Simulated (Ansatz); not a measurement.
Born–Oppenheimer molecular dynamics of AlFH₂O₂ (6 atoms, charge 0, multiplicity 1). It starts from a relaxed structure.

Theory: RKS PBE0/cc-pVDZ (Ansatz 0.2.0).

```
ensemble                      : NVE (velocity Verlet)
time step                     : 0.25 fs
steps asked                   : 250
starting velocities drawn for : 700 K
seed                          : 961142
```

Frames 0.25 fs apart, positions in Å, forces in eV/Å.

Velocities at 12.5 fs (Å/ps):

```
Al 2.92 0.91 4.77
F 3.44 0.51 -0.05
O -4.77 -0.92 1.71
H -3.40 18.05 -11.56
O -4.11 -2.43 -7.36
H 1.37 1.30 -25.40
```

```xyz
6
Properties=species:S:1:pos:R:3:forces:R:3 time_fs=12.5 energy_less_start_eV=0.161 T=389
Al -0.007 -0.216 0.062 2.41 0.52 1.56
F -0.117 0.187 1.707 -0.15 -0.15 -0.38
O 1.606 -0.324 -0.547 -0.17 0.13 0.25
H 1.799 -0.258 -1.486 -0.12 -0.11 -0.02
O -1.246 -0.503 -0.958 -2.03 -0.36 -1.53
H -2.196 -0.386 -0.924 0.05 -0.03 0.12
6
Properties=species:S:1:pos:R:3:forces:R:3 time_fs=12.8 energy_less_start_eV=0.153 T=403
Al -0.006 -0.216 0.063 2.26 0.49 1.45
F -0.116 0.188 1.707 -0.15 -0.14 -0.35
O 1.605 -0.324 -0.546 -0.09 0.14 0.05
H 1.798 -0.254 -1.488 -0.16 -0.12 0.17
O -1.247 -0.503 -0.960 -1.84 -0.35 -1.45
H -2.195 -0.385 -0.930 -0.02 -0.02 0.13
6
Properties=species:S:1:pos:R:3:forces:R:3 time_fs=13.0 energy_less_start_eV=0.147 T=416
Al -0.005 -0.216 0.065 2.11 0.46 1.34
F -0.115 0.188 1.707 -0.15 -0.13 -0.31
O 1.604 -0.324 -0.546 -0.01 0.15 -0.14
H 1.797 -0.249 -1.491 -0.20 -0.14 0.35
O -1.248 -0.504 -0.962 -1.65 -0.33 -1.38
H -2.195 -0.385 -0.936 -0.10 -0.01 0.14
6
Properties=species:S:1:pos:R:3:forces:R:3 time_fs=13.2 energy_less_start_eV=0.142 T=426
Al -0.004 -0.216 0.066 1.95 0.43 1.23
F -0.114 0.188 1.707 -0.16 -0.13 -0.28
O 1.602 -0.324 -0.545 0.07 0.17 -0.32
H 1.796 -0.245 -1.494 -0.23 -0.16 0.52
O -1.249 -0.504 -0.964 -1.45 -0.32 -1.29
H -2.195 -0.385 -0.942 -0.18 0.01 0.15
6
Properties=species:S:1:pos:R:3:forces:R:3 time_fs=13.5 energy_less_start_eV=0.137 T=435
Al -0.004 -0.215 0.067 1.79 0.40 1.11
F -0.113 0.188 1.707 -0.16 -0.12 -0.25
O 1.601 -0.325 -0.545 0.14 0.18 -0.47
H 1.795 -0.241 -1.496 -0.26 -0.17 0.66
O -1.250 -0.505 -0.966 -1.25 -0.31 -1.21
H -2.194 -0.385 -0.948 -0.26 0.02 0.16
6
Properties=species:S:1:pos:R:3:forces:R:3 time_fs=13.8 energy_less_start_eV=0.133 T=443
Al -0.003 -0.215 0.069 1.64 0.37 1.00
F -0.113 0.188 1.707 -0.16 -0.11 -0.21
O 1.600 -0.325 -0.544 0.21 0.19 -0.61
H 1.794 -0.237 -1.498 -0.29 -0.19 0.78
O -1.252 -0.506 -0.968 -1.06 -0.30 -1.13
H -2.194 -0.384 -0.954 -0.33 0.03 0.17
6
Properties=species:S:1:pos:R:3:forces:R:3 time_fs=14.0 energy_less_start_eV=0.129 T=450
Al -0.002 -0.215 0.070 1.47 0.34 0.88
F -0.112 0.188 1.707 -0.17 -0.10 -0.18
O 1.599 -0.325 -0.544 0.27 0.20 -0.72
H 1.792 -0.233 -1.499 -0.30 -0.20 0.88
O -1.253 -0.506 -0.970 -0.88 -0.28 -1.04
H -2.195 -0.384 -0.960 -0.39 0.04 0.18
6
Properties=species:S:1:pos:R:3:forces:R:3 time_fs=14.2 energy_less_start_eV=0.126 T=456
Al -0.001 -0.215 0.071 1.31 0.31 0.77
F -0.111 0.188 1.707 -0.17 -0.10 -0.14
O 1.598 -0.325 -0.544 0.32 0.21 -0.81
H 1.790 -0.229 -1.500 -0.32 -0.21 0.95
O -1.254 -0.507 -0.972 -0.71 -0.27 -0.96
H -2.195 -0.384 -0.966 -0.44 0.05 0.18
6
Properties=species:S:1:pos:R:3:forces:R:3 time_fs=14.5 energy_less_start_eV=0.123 T=463
Al 0.000 -0.214 0.073 1.15 0.28 0.65
F -0.110 0.188 1.707 -0.17 -0.09 -0.10
O 1.597 -0.325 -0.543 0.37 0.22 -0.86
H 1.788 -0.225 -1.501 -0.32 -0.22 0.99
O -1.256 -0.508 -0.975 -0.56 -0.25 -0.87
H -2.196 -0.383 -0.972 -0.47 0.06 0.19
6
Properties=species:S:1:pos:R:3:forces:R:3 time_fs=14.8 energy_less_start_eV=0.119 T=469
Al 0.001 -0.214 0.074 0.99 0.25 0.54
F -0.109 0.188 1.707 -0.18 -0.08 -0.06
O 1.595 -0.326 -0.543 0.41 0.22 -0.89
H 1.786 -0.222 -1.500 -0.32 -0.23 1.00
O -1.257 -0.509 -0.977 -0.42 -0.23 -0.78
H -2.196 -0.383 -0.977 -0.49 0.07 0.20
6
Properties=species:S:1:pos:R:3:forces:R:3 time_fs=15.0 energy_less_start_eV=0.116 T=476
Al 0.003 -0.214 0.075 0.84 0.22 0.42
F -0.108 0.188 1.707 -0.18 -0.07 -0.02
O 1.594 -0.326 -0.543 0.44 0.22 -0.88
H 1.784 -0.218 -1.499 -0.31 -0.23 0.98
O -1.259 -0.509 -0.979 -0.30 -0.21 -0.70
H -2.198 -0.382 -0.983 -0.49 0.07 0.21
6
Properties=species:S:1:pos:R:3:forces:R:3 time_fs=15.2 energy_less_start_eV=0.112 T=483
Al 0.004 -0.213 0.077 0.68 0.19 0.31
F -0.108 0.189 1.707 -0.18 -0.06 0.02
O 1.593 -0.326 -0.543 0.47 0.22 -0.85
H 1.781 -0.215 -1.498 -0.29 -0.23 0.93
O -1.260 -0.510 -0.981 -0.20 -0.19 -0.62
H -2.199 -0.382 -0.988 -0.47 0.08 0.22
```

Of the whole run (62 fs, mean temperature of the second half 344 K): The conserved energy stayed within 0.035 meV per atom of its start (net change 0.027 meV per atom), so the integration is sound. Over the second half the temperature averaged 0.49 of the 700 K drawn at the start: a run that starts near a minimum puts about half its kinetic energy into the potential. A run of 0.062 ps of so small a system gives no equilibrium averages.

Run time: 5.1 min on 1 thread of Intel(R) Xeon(R) 6975P-C (Granite Rapids) (shared host), peak memory 0.13 GiB.
